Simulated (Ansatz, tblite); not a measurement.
Cost and result up the ladder for [SnH3]- (SnH3⁻) (4 atoms). The state is a singlet with charge -1. Geometry: PBE-D4/def2-TZVPD.

```csv
atom,x (Å),y (Å),z (Å)
Sn1,-0.343,0.311,0.605
H2,1.289,0.821,-0.011
H3,-1.042,0.317,-1.072
H4,0.096,-1.449,0.478
```

Ansatz on 4 threads of Intel Xeon Platinum 8488C on a shared host; xTB runs through tblite on one thread. Times are rough, summed over both states, and most runs start from the orbitals of an earlier one. PBE0-D4/def2-TZVPD serves as the yardstick here, not as an exact answer. The other state is a triplet.

In the def2 sets Sn takes a core potential; there is no spin–orbit coupling. The xTB rows come from tblite.

xTB has no spin-polarisation term.

```json
{"level": "GFN2-xTB", "functions": "12", "wall time": "0.002 s", "vertical triplet (eV)": "6.34", "difference from PBE0-D4/def2-TZVPD (eV)": "3.03", "remarks": "–"}
{"level": "GFN1-xTB", "functions": "15", "wall time": "0.007 s", "vertical triplet (eV)": "6.67", "difference from PBE0-D4/def2-TZVPD (eV)": "3.35", "remarks": "–"}
{"level": "PBE-D4/def2-TZVPD", "functions": "83", "wall time": "1.6 s", "vertical triplet (eV)": "3.23", "difference from PBE0-D4/def2-TZVPD (eV)": "-0.09", "remarks": "HOMO above zero (singlet), HOMO above zero (triplet)"}
{"level": "PBE0-D4/def2-TZVPD", "functions": "83", "wall time": "2.2 s", "vertical triplet (eV)": "3.32", "difference from PBE0-D4/def2-TZVPD (eV)": "0.00", "remarks": "HOMO above zero (triplet)"}
```
